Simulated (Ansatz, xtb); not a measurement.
Two isomers of C3H11FSi2

We compare I, `C[Si@H](F)CC[SiH3]`, a singlet, with II, `CC[Si@H](F)[SiH2]C`, a singlet. Both are isolated molecules in the gas phase, relaxed with PBE-D3(BJ)/def2-SVP; each stands in its lowest conformer found.

Problem. Which of the two would you expect CCSD(T)/def2-SVP + ΔMP2/def2-TZVPP electronic energies to favour?

Solution. Structure I; the calculation gives E(II) − E(I) = +11.9 kJ/mol.

How the difference moves with the method:

```tsv
level	geometry	E(II) − E(I) (kJ/mol)	departure from the last row (kJ/mol)	job, with rough time for the two
GFN2-xTB	GFN2-xTB	+16.1	+4.2	optimisation, 0.17 s
HF/STO-3G	GFN2-xTB	−2.7	−14.6	single point, 0.32 s
r2SCAN-D4/def2-SVP	GFN2-xTB	+10.6	−1.3	single point, 3.3 s
PBE-D3(BJ)/def2-SVP	PBE-D3(BJ)/def2-SVP	−1.2	−13.1	optimisation, 17 s
HF/def2-SVP	PBE-D3(BJ)/def2-SVP	+16.4	+4.5	part of the CCSD(T) run
MP2/def2-SVP	PBE-D3(BJ)/def2-SVP	+16.9	+5.0	part of the CCSD(T) run
CCSD(T)/def2-SVP	PBE-D3(BJ)/def2-SVP	+12.2	+0.3	single point
CCSD(T)/def2-SVP + ΔMP2/def2-TZVPP	PBE-D3(BJ)/def2-SVP	+11.9		single point, 51 s
```

As drawn, II has 1 Si–Si, 1 C–H in place of 1 C–Si, 1 Si–H.

HF/STO-3G puts the two in the other order. PBE-D3(BJ)/def2-SVP finds them nearly level. The largest departure from CCSD(T)/def2-SVP + ΔMP2/def2-TZVPP is that of HF/STO-3G, 14.6 kJ/mol. The last row adds to CCSD(T) the change of the MP2 difference between the two basis sets, here −0.3 kJ/mol.

With thermal terms from frequencies at re-optimised GFN2-xTB minima (ideal gas, soft modes damped towards free rotors, one conformer each, 298.15 K, 1 atm): the zero-point term adds +6.5 kJ/mol; ΔH is +19.1 and ΔG +17.9 kJ/mol.

The correlated steps freeze 14 core orbitals. Run with Ansatz 0.2.0, xtb 6.7.1; the last row on 4 threads of Arm Neoverse V2 on a shared host.
